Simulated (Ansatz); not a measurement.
Geometry optimisation, RKS PBE0/def2-SVP in Ansatz.

The input (input.yaml):

```yaml
crystal:
  periodic: [false, false, false]
  atoms:
    - { symbol: O, position_ang: [-2.2345, -0.6982, 1.5377] }
    - { symbol: Si, position_ang: [-1.4794, -0.1446, 0.1647] }
    - { symbol: Si, position_ang: [0.7818, -0.2252, 0.4442] }
    - { symbol: C, position_ang: [1.6744, 0.2596, -1.138] }
    - { symbol: F, position_ang: [1.2206, 1.5054, -1.4898] }
    - { symbol: H, position_ang: [-2.6375, 0.0614, 2.0975] }
    - { symbol: H, position_ang: [-2.21525, -1.66248, 1.31433] }
    - { symbol: H, position_ang: [-1.8891, 1.2614, -0.1112] }
    - { symbol: H, position_ang: [1.2412, -1.5877, 0.8851] }
    - { symbol: H, position_ang: [1.2325, 0.6812, 1.5919] }
    - { symbol: H, position_ang: [1.3031, -0.4126, -1.9354] }
    - { symbol: H, position_ang: [2.7109, 0.2536, -1.0482] }
basis:
  gaussian: { orbitals: def2-SVP }
hamiltonian:
  xc: pbe0
relax:
  f_tol: 0.02
  max_steps: 50
```

Launched with:

```bash
$ ansatz run input.yaml --threads 2 --pin off --max-ram 3072MiB --backend cpu --events-out ev --progress --plain --runs-dir out
```

**Question.** Where does it end, and by what steps?

**Answer.** It converged. The force dipped under the threshold on the way, but the program's further checks kept it going. After 44 steps the energy has fallen by 2.368 eV; H7 moved furthest, 1.70 Å.

```
step  energy less start (eV)  largest force component (eV/Å)  accepted
   0                  0.0000                           6.442       yes
   2                 -1.9289                           1.440       yes
   4                 -2.2815                           0.961       yes
   6                 -2.3399                           0.284       yes
   8                 -2.3487                           0.028       yes
  10                 -2.3505                           0.096       yes
  12                 -2.3522                           0.061       yes
  14                 -2.3536                           0.048       yes
  16                 -2.3542                           0.062       yes
  18                 -2.3546                           0.009       yes
  20                 -2.3555                           0.066       yes
  22                 -2.3567                           0.100       yes
  24                 -2.3578                           0.041       yes
  26                 -2.3588                           0.104       yes
  28                 -2.3603                           0.120       yes
  30                 -2.3611                           0.306        no
  32                 -2.3642                           0.165       yes
  34                 -2.3655                           0.186       yes
  36                 -2.3666                           0.049       yes
  38                 -2.3672                           0.092       yes
  40                 -2.3676                           0.038       yes
  42                 -2.3678                           0.023       yes
  44                 -2.3678                           0.018       yes
```

```xyz
12
Properties=species:S:1:pos:R:3
O -2.062 -0.562 1.693
Si -1.644 -1.046 -0.275
Si 0.644 -0.617 0.277
C 1.573 0.491 -0.981
F 0.906 1.684 -1.167
H -1.443 0.097 2.050
H -2.960 -0.224 1.818
H -1.751 0.448 -0.626
H 1.533 -1.805 0.505
H 0.643 0.143 1.594
H 1.674 -0.022 -1.954
H 2.596 0.705 -0.622
```

Whether the end is a true minimum wasn't checked by a vibrational analysis.

The run took 100 s on 2 threads of AMD EPYC 7R13 Processor (Zen 3) (shared host), peak memory 0.3 GiB.
